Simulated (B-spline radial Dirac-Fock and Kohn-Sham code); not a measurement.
**K-line shifts caused by a second vacancy in Cs⁺**

System: Cs⁺ in the configuration [Kr] 4d10 5s2 5p6, inside a Watson sphere of charge -1 and radius 2.2 Å (a model of the Madelung potential; inside it an electron's potential energy is raised by 6.5 eV).

Input of the calculation (task.json; shells as n, l, electrons):

```json
{"items": [{
  "Z": 55,
  "q": 1,
  "cfg": [[1, 0, 2], [2, 0, 2], [2, 1, 6], [3, 0, 2], [3, 1, 6], [3, 2, 10], [4, 0, 2], [4, 1, 6], [4, 2, 10], [5, 0, 2], [5, 1, 6]],
  "A": 133,
  "rrms": 4.8041,
  "watson": [-1, 2.2],
  "do": ["binding", "quiet", "double"]
}]}
```

Run with: `python xray_run.py task.json out`

The computed values come from a radial B-spline solver: ΔSCF Dirac-Fock with Breit, self-energy and vacuum polarisation, finite nucleus, configuration average. Each two-hole energy is an average over J within one jj subconfiguration, not an observable level; in light atoms, where LS coupling holds, the j-resolved values are not observed lines, and for a K spectator the Kα1 hypersatellite is nearly forbidden. Electron correlation is not included.

Lines without a spectator: Kα2 (K-L2) 30622.1 eV, Kα1 (K-L3) 30969.9 eV, Kβ3 (K-M2) 34912.8 eV, Kβ1 (K-M3) 34980.8 eV. Shifts in eV with one spectator hole (a dash: not computed, or left out as unreliable):

| spectator hole | Kα2 | Kα1 | Kβ3 | Kβ1 |
| --- | --- | --- | --- | --- |
| L2 (2p1/2) | +73.8 | +94.3 | – | +195.7 |
| L3 (2p3/2) | +68.7 | +70.0 | +168.2 | – |
| M2 (3p1/2) | – | +11.56 | +25.45 | +30.8 |
| M3 (3p3/2) | +7.95 | – | +25.17 | +24.73 |
| M4 (3d3/2) | +1.59 | -1.40 | – | – |
| M5 (3d5/2) | -2.06 | +0.25 | – | – |

Q: Where does the K-L3 hypersatellite lie, emitted when both K electrons are missing?

A: +675.7 eV from the normal line, at 31645.5 eV. Removing both K electrons costs 72886.5 eV, which is 910.5 eV more than twice the K binding energy.

With n spectator holes in 2p, averaged over the 2p shell (energies in eV):

```
n     KαLⁿ   step  hypersatellite KαʰLⁿ
0  30853.9      –               31521.0
1  30930.3  +76.4               31599.0
2  31008.1  +77.7               31678.3
3  31087.1  +79.1               31759.0
4  31167.6  +80.4               31841.0
5  31249.3  +81.8               31924.3
```
